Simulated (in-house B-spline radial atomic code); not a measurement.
**RPA and G0W0 on LC-wPBE: Br⁻**

Configuration [Ar] 3d10 4s2 4p6, mean-field start LC-wPBE. Computed with an all-electron radial atomic-structure program (B-spline basis): all electrons, non-relativistic, point nucleus, each spin shell either full or empty, empty states to l = 9 with an (l + 1/2)⁻⁴ tail; G0W0 by contour deformation at full frequency.

The anion's configuration is assumed.

Command:
```bash
python run_gw.py task.json out
```
Settings (radii: box in bohr, nucleus in fm):
```
Z                        35
electrons                36
configuration            [Ar] 3d10 4s2 4p6
hamiltonian              nr
method                   lc_wpbe
lmax                     9
spin_polarised           False
box_radius               60
intervals                57
```

Time taken, with all properties: 4.1 s on 1 thread of Arm Neoverse N1, on a shared host.

Energies (hartree):

```json
{"term": "mean-field total", "value": "-2573.94617"}
{"term": "Hartree-Fock functional on these orbitals", "value": "-2572.51213"}
{"term": "direct second order", "value": "-2.8587"}
{"term": "second-order exchange", "value": "0.81931"}
{"term": "SOSEX correction", "value": "0.75555"}
```

**Question.** What is the RPA correlation energy, and what remains with SOSEX?

**Answer.** RPA gives -2.4854 hartree (-1.88 eV per electron); RPA + SOSEX gives -1.7299, and the second-order doubles -2.0394 hartree (no singles). SOSEX takes back 30 % of the RPA value.

Quasi-particle levels (eV):

| level | occupied | mean field | Σx - vxc | Σc | QP weight | G0W0 |
| --- | --- | --- | --- | --- | --- | --- |
| 4p | yes | -3.659 | 0.02 | ? | ? | ? |

G0W0 = mean field + (Σx - vxc) + Σc, with Σc (partial-wave tail included) taken at the quasi-particle energy. Only the outer levels were computed. Levels of low weight are left out.

**Question.** Where does G0W0 put 4p?

**Answer.** At -3.845 eV, with Σc = -0.21 eV and a quasi-particle weight of 0.908. The tabulated removal energy is 3.364 eV (electron affinity of the neutral atom); the calculation leaves out relativity, Breit and QED terms, and what these don't explain is the method's own error.
